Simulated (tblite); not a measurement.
Run record: tight-binding relaxation, `CP(PP[SiH3])C(F)(F)F`.

Computed with GFN2-xTB geometry optimisation, gas phase (tblite 0.8.0). Start geometry: from a force field or distance geometry. The command runs a driver script over a list of jobs; the input below is this job's line of settings and its coordinates in Å.

Command:
```bash
OMP_NUM_THREADS=1 python probes_run.py task.json out
```

Input:
```
{"job": {"kind": "relax", "xc": "GFN2-xTB", "basis": "xTB"}, "charge": 0, "multiplicity": 1}
C     -2.572400     1.297100    -0.875900
P     -1.440500     0.420000     0.296600
P      0.490000     0.227100    -0.707500
P      2.135900     1.140400     0.384400
Si     3.730600    -0.374400     0.621100
C     -2.233700    -1.206500     0.721500
F     -3.612000    -1.056300     0.683300
F     -1.866900    -2.200000    -0.171800
F     -1.897000    -1.585300     2.007300
H     -1.940700     2.002500    -1.455600
H     -3.058300     0.538600    -1.508000
H     -3.333500     1.872400    -0.271600
H      0.754300    -1.072300    -1.233100
H      2.682200     2.177100    -0.481600
H      3.514500    -1.126500     1.859800
H      5.025000     0.300500     0.612400
H      3.615700    -1.342400    -0.491400
```

Output:
```
step      E/eV     max force
  0    -865.54022    2.852
  1    -865.90660    1.971
  2    -866.31779    1.889
  3    -866.46390    1.060
  4    -866.61361    0.792
  5    -866.67114    0.799
  6    -866.81092    0.764
  7    -866.86139    0.758
  8    -866.90150    0.481
  9    -866.91811    0.483
... (151 lines left out)
161    -867.43105    0.039
162    -867.43128    0.031
163    -867.43143    0.022
164    -867.43153    0.023
165    -867.43162    0.021
166    -867.43173    0.025
167    -867.43181    0.021
168    -867.43190    0.020
169    -867.43196    0.012
170    -867.43200    0.010
```

«max force» is the largest atomic force in eV/Å.

Problem. From which step on does the largest force stay under 0.1 eV/Å, and how much energy is left to gain from there?

Solution. From step 110 (0.095 eV/Å), 13.8 meV above the end.

Main results: energy lowered by 43.6 kcal/mol over 170 steps; largest atomic force 0.010 eV/Å at the end.

Problem. Where do the atoms end?

Solution. 1.056 Å rms from the input after alignment:
```
atom  x, y, z in Å
C1    -1.8350    1.2793   -0.7253
P2    -1.4061    0.3214    0.7934
P3     0.3876   -0.6912    0.0811
P4     1.6690    1.0523    0.2710
Si5    3.6276   -0.0581    0.2167
C6    -2.5419   -1.1353    0.4249
F7    -3.8295   -0.7771    0.5409
F8    -2.4043   -1.6479   -0.8081
F9    -2.3349   -2.1398    1.2866
H10   -1.1718    2.1432   -0.7728
H11   -1.7214    0.6761   -1.6274
H12   -2.8633    1.6314   -0.6380
H13    0.6826   -1.1752    1.3598
H14    1.6457    1.3214   -1.0929
H15    3.7829   -0.6883    1.5297
H16    4.6390    0.9724   -0.0111
H17    3.6666   -1.0725   -0.8383
```
Labels such as C1 count atoms from 1, the log's own numbers from 0.
